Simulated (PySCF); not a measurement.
## How methods differ on the ionisation energy of Ga

Ga [Ar] 3d10 4s2 4p1 [4p1/2^1, M_J = 1/2] → Ga⁺ [Ar] 3d10 4s2, as a difference of total energies. All numbers are calculated (PySCF 2.14, the two-component X2C-1e Hamiltonian, in x2c-QZVPPall-2c). Correlated levels: [Ne] frozen; the 8 highest virtual spinors dropped. "Screened" scales the spin-orbit matrix elements by Boettger's factors to mimic the two-electron term; Breit and QED terms are absent.

```json
{"method": "GHF (spin-free)", "ionisation energy (eV)": "5.552", "error (eV)": "-0.447"}
{"method": "GMP2 (spin-free)", "ionisation energy (eV)": "5.819", "error (eV)": "-0.180"}
{"method": "GHF (screened spin-orbit)", "ionisation energy (eV)": "5.615", "error (eV)": "-0.384"}
{"method": "GMP2 (screened spin-orbit)", "ionisation energy (eV)": "5.888", "error (eV)": "-0.111"}
```

Reference: 5.999 eV (measured; NIST Atomic Spectra Database, ionization energies).

The spin-free rows lack the spin-orbit shift.

Errors of the correlated levels include the incompleteness of this basis and the frozen core.
